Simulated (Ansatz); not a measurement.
Coupled-cluster run, `B[SiH](Cl)BN`.

```yaml
crystal:
  periodic: [false, false, false]
  atoms:
    - {symbol: B, position_ang: [-0.204234, 1.852951, 1.269719]}
    - {symbol: Si, position_ang: [-0.540789, -0.055267, 0.796505]}
    - {symbol: Cl, position_ang: [0.659408, -1.367298, 1.900962]}
    - {symbol: B, position_ang: [-0.162074, -0.409436, -1.156870]}
    - {symbol: N, position_ang: [0.821074, -1.326367, -1.470217]}
    - {symbol: H, position_ang: [0.714357, 2.211629, 1.943540]}
    - {symbol: H, position_ang: [-0.931700, 2.688611, 0.815541]}
    - {symbol: H, position_ang: [-1.952247, -0.402016, 1.134641]}
    - {symbol: H, position_ang: [-0.751667, 0.148777, -2.037207]}
    - {symbol: H, position_ang: [1.074663, -1.572083, -2.413489]}
    - {symbol: H, position_ang: [1.338708, -1.826403, -0.762623]}
basis:
  gaussian: {orbitals: def2-SVP}
correlation: {method: ccsd_t}
```

```sh
$ ansatz run in.yaml --threads 4 --pin off --events-out ev --progress --plain --max-ram 10444MiB
```

Log, shortened:

```
Functional definition: HF
1069 factors; integrals over basis functions are off by at most 1.1e-3 eV
mean field evaluation 1: about -23276.1100 eV, gradient 3.0e1 eV
mean field evaluation 2: about -23276.1656 eV, gradient 3.0e1 eV
mean field evaluation 4: about -23278.8611 eV, gradient 3.5e0 eV
mean field evaluation 8: about -23278.9141 eV, gradient 1.8e-1 eV
mean field -23278.91446502 eV, -855.4843275747 hartree, gradient 9.5e-7 eV, S^2 0.000000; 0 other end points of the search recorded, 0 dependent functions left out
13 core orbitals not correlated: weight in the atoms' cores, before any rotation towards them, 1.000 or more for the frozen orbitals, at most 0.000 for the correlated occupied ones
reference -23278.91446502 eV, -855.4843275747 hartree; 14, 14 occupied and 81, 81 virtual orbitals, 1069 factors
second order -15.29297887 eV of doubles, -0.00000000 eV of singles
cycle   1  -16.52504477 eV  change    -1.2e0 eV  update   9.6e-2
cycle   2  -17.00962147 eV  change   -4.8e-1 eV  update   3.0e-2
cycle   3  -17.09134861 eV  change   -8.2e-2 eV  update   1.5e-2
cycle   4  -17.08566820 eV  change    5.7e-3 eV  update   5.6e-3
cycle   5  -17.08447622 eV  change    1.2e-3 eV  update   2.2e-3
cycle   6  -17.08446405 eV  change    1.2e-5 eV  update   8.2e-4
cycle   7  -17.08433123 eV  change    1.3e-4 eV  update   3.4e-4
cycle   8  -17.08435027 eV  change   -1.9e-5 eV  update   1.5e-4
cycle   9  -17.08438091 eV  change   -3.1e-5 eV  update   7.2e-5
cycle  10  -17.08434962 eV  change    3.1e-5 eV  update   3.3e-5
perturbative correction -0.46516972 eV, -0.0170946718 hartree
Total energy: -23296.46398437 eV, -856.1292605150 hartree
```

Run time 11 s (4 threads of a server CPU on a shared host); peak host memory 0.48 GiB.

Correlation energy per correlated electron: -0.627 eV. T1 diagnostic: 0.0139.
